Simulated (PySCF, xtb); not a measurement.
C2H9FOSi2, SMILES F[Si@H]([C@H](C)[SiH3])O. One conformer was computed; it need not be the lowest.

Harmonic wavenumbers (cm⁻¹) from GFN2-xTB (xtb 6.7.1) at its own minimum, in rising order: 38, 107, 120, 177, 196, 227, 238, 264, 291, 336, 515, 541, 649, 675, 691, 762, 777, 786, 791, 795, 844, 922, 991, 1047, 1083, 1154, 1265, 1422, 1511, 1516, 2232, 2242, 2288, 2339, 2913, 3006, 3015, 3028, 3657.

**Question.** What does PBE-D3(BJ)/def2-SVP in PySCF 2.14.0 give at its own minimum? (The exact figures need the calculation; the answer reports its results.)

**Answer.** 25, 99, 147, 188, 193, 210, 240, 272, 316, 369, 521, 612, 663, 736, 762, 795, 820, 865, 902, 909, 916, 924, 948, 980, 1029, 1095, 1217, 1344, 1421, 1429, 2150, 2159, 2176, 2186, 2960, 2977, 3045, 3047, 3765. Paired by order, the mean absolute difference is 52 cm⁻¹ and the zero-point energies are 65.0 and 64.9 kcal/mol.
